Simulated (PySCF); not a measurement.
Gas-phase reaction: Si3O3 = 3 Si + 3 O

Method: PySCF energies plus ideal-gas RRHO corrections (1 bar). † marks an energy on the PBE0/def2-TZVP geometry and frequencies. MP2 and CCSD(T) freeze the core. Open shells (unrestricted): Si (multiplicity 3, electronic degeneracy 9), O (multiplicity 3, electronic degeneracy 9); the rest are closed-shell singlets. Spin-orbit splitting is ignored; it lowers the true energy and changes the entropy of Si, O. Si3O3: computed as isolated molecules; such fragments, hydroxides, amides, oligomers or adducts are transient or little studied in the gas. MP2 isn't extrapolated to the basis-set limit; its ΔH°(298 K) is 2662.4 kJ in def2-SVP and 2893.4 kJ in def2-TZVPP. CCSD(T) isn't extrapolated to the basis-set limit; its ΔH°(298 K) is 2536.7 kJ in def2-SVP and 2750.7 kJ in def2-TZVPP. The harmonic model lacks anharmonicity and excited electronic states, which grow with temperature; levels with a mode under 35 cm⁻¹ are left out. Soft modes under 120 cm⁻¹ make the harmonic entropy rough for Si3O3.

```csv
level,"ΔE electronic, kJ","ΔH°(298 K), kJ","ΔS°(298 K), J/K","ΔG°(2500 K), kJ"
CCSD(T)/def2-SVP†,2556,2537,661,863
HF/def2-TZVP†,1925,1906,661,232
M06-2X/def2-TZVP†,2929,2910,661,1235
MP2/def2-SVP†,2682,2662,661,988
LDA/def2-TZVP†,3359,3340,661,1666
ωB97M-V/def2-TZVP†,2918,2899,661,1225
ωB97X-V/def2-TZVP†,2886,2867,661,1193
```
ΔH° is lowest at HF/def2-TZVP† and highest at LDA/def2-TZVP†. No reference value is set beside these.
